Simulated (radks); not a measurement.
Problem. Radial electron density D(r) = 4 pi r^2 rho(r) of an atom or ion with 53 electrons. Calculated with a radial shooting solver on a logarithmic mesh with Libxc functionals: Dirac Kohn-Sham, LDA (Slater exchange, Perdew-Wang correlation), spin-unpolarised, spherical densities, finite nucleus; Fermi nuclear charge, rms radius of each element as measured or else 0.836 A^(1/3) + 0.57 fm.

r (bohr),D(r) (e/bohr)
0.001338,3.243
0.001596,4.366
0.001888,5.771
0.002251,7.683
0.002663,10.03
0.003176,13.14
0.003787,17.04
0.00448,21.59
0.005342,27.26
0.006319,33.52
0.007535,40.80
0.008913,48.12
0.01063,55.66
0.01267,62.32
0.01499,67.07
0.01788,69.62
0.02115,69.42
0.02522,66.84
0.02983,63.37
0.03557,60.86
0.04242,61.85
0.05018,67.24
0.05983,76.41
0.07078,84.99
0.0844,88.85
0.09984,84.85
0.119,74.63
0.142,65.24
0.1679,63.53
0.2002,69.40
0.2369,74.52
0.2825,69.62
0.3341,53.90
0.3984,35.14
0.4751,25.10
0.562,25.25
0.6702,28.08
0.7928,26.46
0.9453,19.86
1.118,12.80
1.333,7.824
1.59,5.452
1.881,4.292
2.243,3.186
2.653,2.065
3.164,1.071
3.743,0.4681
4.463,0.1699
5.322,0.06651
6.295,0.03234
7.507,0.01069
8.88,0.0002788
10.59,0.01143
12.53,0.04721
14.94,0.08775
17.81,0.08842
21.07,0.05070
25.12,0.01511
29.72,0.002561
35.44,0.0002091

What is the nuclear charge?

Solution. Z = 53. The innermost maximum, from 1s, lies near gamma/Z bohr with gamma = sqrt(1 - (Z/c)^2) = 0.922, here 0.0174 bohr (found: 0.0192), and its height grows with Z. The density is that of neutral iodine in [Kr] 4d10 5s2 5p4 7p1; the configuration itself is not fixed sharply by these data, and Z only to a few units. D(r) has 5 maxima, at r = 0.0192, 0.0844, 0.243, 0.698, 16.3 bohr, and minima at 0.0373, 0.160, 0.511 bohr, inside which lie 2.02, 11.23, 28.99 electrons.
